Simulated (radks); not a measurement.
Results of a calculation; reference values are marked as such.
Removal energies from the zinc ion Zn3+, [Ar] 3d9, by Delta-SCF beside the eigenvalue of the level emptied. Code: a radial shooting solver on a logarithmic mesh with Libxc functionals. Model: scalar-relativistic Kohn-Sham, PBE, spin-polarised, spherical densities, finite nucleus; Fermi nuclear charge, rms radius of each element as measured or else 0.836 A^(1/3) + 0.57 fm. Open shells are filled with parallel spins first.

3d: final configuration [Ar] 3d8; Delta-SCF (eV) 60.825; -eigenvalue (eV) 50.106
3p: final configuration [Ne] 3s2 3p5 3d9; Delta-SCF (eV) 135.94; -eigenvalue (eV) 124.42
3s: final configuration [Ne] 3s1 3p6 3d9; Delta-SCF (eV) 182.15; -eigenvalue (eV) 170.42
2p: final configuration [He] 2s2 2p5 3s2 3p6 3d9; Delta-SCF (eV) 1079.5; -eigenvalue (eV) 1046.3
